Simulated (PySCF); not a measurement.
Geometries of 2 isomers of C3H2FN3, from PySCF 2.14.0, PBE0-D3(BJ)/def2-SVP geometry optimisation, gas phase. One conformer each, no zero-point energy, no frequencies.

**Question.** Which isomer lies lower at this level?
A.
```xyz
9
angstrom
F      0.383    2.131    0.585
C      0.193    0.860    0.297
C     -1.073    0.300    0.262
N     -1.230   -0.988   -0.036
N     -0.199   -1.749   -0.299
N      1.018   -1.270   -0.277
C      1.247    0.009    0.012
H     -1.975    0.883    0.472
H      2.288    0.348    0.014
```
B.
```xyz
9
angstrom
F      2.357    0.441   -0.289
C      1.134   -0.012   -0.145
C      0.070    0.867   -0.002
C     -1.147    0.226    0.146
N     -1.260   -1.106    0.143
N     -0.201   -1.851   -0.005
N      0.991   -1.319   -0.147
H      0.194    1.951   -0.006
H     -2.081    0.782    0.274
```

**Answer.** B. That is `FC1=NN=NC=C1`, 6.0 kcal/mol below the other.

| SMILES | atoms numbered as above | E (Eh) | relative (kcal/mol) | relative (kJ/mol) | dipole (D) |
| --- | --- | --- | --- | --- | --- |
| Fc1ccnnn1 | [F:1][c:2]1[cH:3][cH:4][n:5][n:6][n:7]1 | -378.84918 | 0.0 | 0.0 | 4.59 |
| Fc1cnnnc1 | [F:1][c:2]1[cH:3][n:4][n:5][n:6][cH:7]1 | -378.83958 | 6.0 | 25.2 | 3.74 |
